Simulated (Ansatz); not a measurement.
Program: Ansatz. Geometries: PBE0-D4/def2-TZVP. ΔE: electronic, gas phase. CCSD(T)/CBS adds triple-zeta CCSD(T) − MP2 to the extrapolated MP2 energy (def2 sets, frozen cores). This one scheme is used for every species. Functionals use def2-TZVPP. def2 core potentials past Kr. For Br, Sn outer-core shells are correlated without core-valence functions, which leaves a few kJ/mol of doubt a bond. Scalar relativity is left out up to krypton. One conformer a species, not always the lowest.

`[F][SnH2][Br]` + H₂O → `[OH][SnH2][F]` + HBr  (formal hydrolysis of the Sn–Br bond)

`[F][SnH2][Br]`:

Z-matrix (Å, degrees):
```
Sn
F 1 1.914
Br 1 2.458 2 105.2
H 1 1.695 2 105.8 3 115.9
H 1 1.695 2 105.8 3 -115.9
```

H₂O:

Z-matrix (Å, degrees):
```
O
H 1 0.960
H 1 0.960 2 105.1
```

`[OH][SnH2][F]`:

Z-matrix (Å, degrees):
```
Sn
F 1 1.922
O 1 1.948 2 105.3
H 1 1.692 2 107.5 3 112.7
H 1 1.701 2 104.3 3 -117.9
H 3 0.960 1 114.0 2 -61.1
```

HBr:

```xyz
2

Br    0.231    0.662    0.113
H    -0.231   -0.662   -0.113
```

| level | ΔE (kcal/mol) | difference from CCSD(T)/CBS |
| --- | --- | --- |
| LDA (SPW92) | 17.9 | -1.5 |
| B97M-V | 17.6 | -1.8 |
| r2SCAN0-D4 | 20.2 | 0.8 |
| BHLYP-D4 | 20.4 | 1.0 |
| CAM-B3LYP-D4 | 17.6 | -1.8 |
| ωB97X-V | 18.1 | -1.3 |
| PBE-QIDH | 19.8 | 0.4 |
| revPBE | 18.3 | -1.1 |
| BLYP | 16.7 | -2.7 |
| r2SCANh | 19.3 | -0.1 |
| r2SCAN0 | 20.1 | 0.7 |
| BHLYP | 19.4 | 0.0 |
| MP2/def2-SVP | 17.8 | -1.6 |
| HF/def2-TZVPP | 20.7 | 1.3 |
| MP2/def2-TZVPP | 18.3 | -1.1 |
| HF/def2-QZVPP | 20.7 | 1.3 |
| CCSD(T)/CBS | 19.4 | 0 |

Largest T1 diagnostic among the species: 0.014.

At CCSD(T), def2-SVP lies −1.9 kcal/mol from the extrapolated value and def2-TZVPP −1.9 kcal/mol. Leaving LDA and LC-ωPBE aside and taking each functional with its dispersion term where it has one, the values, not all of them listed here, spread over 3.1 kcal/mol, from BLYP-D4 to BHLYP-D4. From PBE to PBE0 (25 % exact exchange), in def2-TZVPP and without D4, ΔE moves by +1.6 kcal/mol.
